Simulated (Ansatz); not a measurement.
Start from `C[B](F)[SnH3]` and change one atom or group to get `C=NB(C)F`.

Ansatz, PBE0-D4/def2-TZVP geometries, multiplicity 1. Each molecule was computed in one conformer, which needn't be the lowest.

Elements past krypton have def2 core potentials.

| property | `C[B](F)[SnH3]` |
| --- | --- |
| LUMO energy (ωB97M-V/def2-TZVPP) / eV | 0.71 |
| HOMO energy (B3LYP/def2-TZVPP) / eV | -7.41 |
| HOMO–LUMO gap (ωB97M-V/def2-TZVPP) / eV | 10.41 |
| HOMO energy (ωB97M-V/def2-TZVPP) / eV | -9.70 |
| HOMO energy (PBE0/def2-TZVPP) / eV | -7.59 |
| size of the dipole moment (B3LYP/def2-TZVPP) / D | 1.60 |

**Question.** What does the change do to each property? (Estimate.)

**Answer.** Ansatz gave: 
```json
{"property": "LUMO energy (ωB97M-V/def2-TZVPP) / eV", "`C=NB(C)F`": "1.21", "shift": "0.50"}
{"property": "HOMO energy (B3LYP/def2-TZVPP) / eV", "`C=NB(C)F`": "-7.32", "shift": "0.09"}
{"property": "HOMO–LUMO gap (ωB97M-V/def2-TZVPP) / eV", "`C=NB(C)F`": "11.04", "shift": "0.63"}
{"property": "HOMO energy (ωB97M-V/def2-TZVPP) / eV", "`C=NB(C)F`": "-9.84", "shift": "-0.14"}
{"property": "HOMO energy (PBE0/def2-TZVPP) / eV", "`C=NB(C)F`": "-7.53", "shift": "0.06"}
{"property": "size of the dipole moment (B3LYP/def2-TZVPP) / D", "`C=NB(C)F`": "2.48", "shift": "0.88"}
```

With PBE0 the HOMO rises by 0.06 eV and the LUMO rises by 0.20 eV, so the gap widens by about 0.14 eV. PBE moves the HOMO by 0.23 eV and ωB97M-V by -0.14 eV. Dipoles are sizes alone; their direction can turn.

B3LYP here is the variant with VWN-RPA as its local correlation; programs differ in this.
